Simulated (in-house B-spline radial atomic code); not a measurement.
A fraction x of an electron is removed from 3d in the bromine ion Br⁺, starting from [Ar] 3d10 4s2 4p4 and keeping the highest spin. Computed with a B-spline radial code for spherical atoms: non-relativistic LDA exchange-only, spin-polarised, spherical fractional occupations, point nucleus.

```
   x  E(x) - E(0) (eV)  3d down level (eV)
   0            0.0000             -77.737
0.11            8.6958             -80.375
0.24           19.3496             -83.538
0.28           22.7108             -84.521
0.45                 ?                   ?
 0.5           41.9062             -90.005
0.68           58.5185             -94.590
0.82                 ?                   ?
0.92           81.9663            -100.833
   1           90.1174            -102.946
```

Q: What belongs in the row x = 0.45?

A: An energy change of 37.4374 eV; 3d down at -88.747 eV.

Q: What belongs in the row x = 0.82?

A: An energy change of 72.0142 eV; 3d down at -98.214 eV.

Q: Check Janak's theorem between x = 0.11 and 0.24.

A: The slope of the energy is 81.95 eV; the orbital levels give 81.96 eV (-ε of the emptying orbital, averaged over the two points).
